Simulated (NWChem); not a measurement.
## Spin states of As

```xyz
1

As     0.0000     0.0000     0.0000
```
Charge 0, spin multiplicity 4.

The numbers come from NWChem runs, not from measurements.

Basis set: def2-TZVP. The gap is E(quartet) − E(doublet), so a negative value puts the higher spin lower. Open shells are unrestricted, coupled cluster uses restricted open-shell references. The quartet is the single determinant that the SCF runs reached, with unpaired electrons in orbitals of symmetry b1u and b2u and b3u (D2h labels); it need not be the lowest quartet, which in molecules with degenerate π orbitals can need several determinants. Where the lowest doublet needs several determinants, the single determinant used here isn't a pure state and places it wrongly.

Relative cost: rough, from shared machines, SCF included, B3LYP = 1.

The Hamiltonian is non-relativistic. The correlated methods keep 9 core orbitals frozen. B3LYP has NWChem's definition, with VWN1-RPA local correlation. GW and range-separated runs recompute their integrals, the others keep them in memory, which bears on the times. No SCF solution was tested for a lower state. Open-shell Hartree-Fock references start from PBE0 orbitals; any time given for them includes that run. Coupled-cluster values serve here as a point of comparison, not as the truth.

| method | vertical doublet-quartet gap (kcal/mol) | relative cost | remark |
|---|---|---|---|
| B3LYP | … | 1 | - |
| HF | -52.7 | under 3 | - |
| CAM-B3LYP | … | under 3 | - |
| B2PLYP | -39.1 | under 3 | - |
| MP2 | -47.9 | under 3 | - |
| CCSD(T) | -38.6 | 20 | large amplitudes |

Q: What belongs in the gaps?

A: 
- B3LYP, vertical doublet-quartet gap (kcal/mol): -36.0
- CAM-B3LYP, vertical doublet-quartet gap (kcal/mol): -36.2
